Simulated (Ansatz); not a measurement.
`FC(F)(Cl)C(F)(Cl)Cl` → `Cl[C]Cl` + `FC(F)(F)Cl` at 400 K and 1 bar (formal loss of a carbene).

Gas-phase electronic energies from Ansatz, PBE0-D4/def2-TZVP geometries. CCSD(T)/CBS adds triple-zeta CCSD(T) − MP2 to the extrapolated MP2 energy (def2 sets, frozen cores). This one scheme is used for every species. One conformer a species, not always the lowest.

```
              species  CCSD(T)/CBS energy (Eh)  H − E (kJ/mol)  S (J/(mol·K))
`FC(F)(Cl)C(F)(Cl)Cl`              -1754.78594            99.2          413.5
            `Cl[C]Cl`               -957.49147            27.4          278.7
         `FC(F)(F)Cl`               -797.19793            61.1          306.3
```

H − E and S are ideal-gas, rigid-rotor, harmonic terms from PBE0-D4/def2-TZVP, for one conformer and one mirror image of each species. 1 Eh = 2625.50 kJ/mol, R = 8.31446 J/(mol·K).

Task: By hand: ΔE, ΔH, ΔS and ΔG.

Result: ΔE = (-957.49147) + (-797.19793) − (-1754.78594) = 0.09654 Eh = 253.5 kJ/mol. Δ(H − E) = 27.4 + 61.1 − 99.2 = -10.7, so ΔH = 242.8 kJ/mol. ΔS = 278.7 + 306.3 − 413.5 = 171.5 J/(mol·K). ΔG = 242.8 − 400 × (171.5)/1000 = 174.2 kJ/mol.

Task: By hand: the equilibrium constant, and the temperature at which ΔG would vanish if ΔH and ΔS stayed fixed.

Result: log₁₀ K = −ΔG/(RT ln 10) = -22.7. ΔG = 0 at ΔH/ΔS = 1416 K.

The number of gas molecules changes by +1, which sets the sign of ΔS. A doubt of 5 kJ/mol in ΔE shifts log₁₀ K by 0.7 here. Other conformers and mirror images would add mixing entropy, several J/(mol·K) or more a flexible species. These are equilibria of isolated gas molecules and say nothing of rates. Largest T1 diagnostic: 0.020 (customary marks: 0.02 for closed shells, 0.045 for open ones).
